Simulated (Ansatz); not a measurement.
Program: Ansatz. Geometries: PBE0-D4/def2-TZVP. ΔE: electronic, gas phase. CCSD(T)/CBS adds triple-zeta CCSD(T) − MP2 to the extrapolated MP2 energy (def2 sets, frozen cores). DFT in def2-TZVPP. Elements past krypton have def2 core potentials. For Br, Sn outer-core shells are correlated without core-valence functions, which leaves a few kJ/mol of doubt a bond. Scalar relativity is left out up to krypton.

`[F][SnH]([Br])[Br]` → `[F][Sn][Br]` + HBr  (stannylene formation by 1,1-elimination)

Problem. Is it downhill or uphill in electronic energy at CCSD(T)/CBS, and by how much? (Estimate.)

Solution. Computed: Uphill: ΔE = +13.4 kcal/mol.

Problem. What do these levels give: PBE0-D4, CAM-B3LYP-D4, revPBE, PBE0, BHLYP, CCSD(T)/def2-SVP? (Estimate.)

Solution. The calculation gave: PBE0-D4 12.8, CAM-B3LYP-D4 10.1, revPBE 3.3, PBE0 11.2, BHLYP 9.8, CCSD(T)/def2-SVP 12.4 kcal/mol.

Largest T1 diagnostic among the species: 0.014.

The D4 term adds +2.9 kcal/mol with B3LYP and +1.6 kcal/mol with PBE0; it sums over pairs of atoms, weighted by their polarisabilities, and B3LYP, whose exchange is more repulsive, gets the larger term. From r2SCAN to r2SCAN0 (25 % exact exchange), in def2-TZVPP and without D4, ΔE moves by +2.0 kcal/mol.

B3LYP here is the variant with VWN-RPA as its local correlation; programs differ in this.
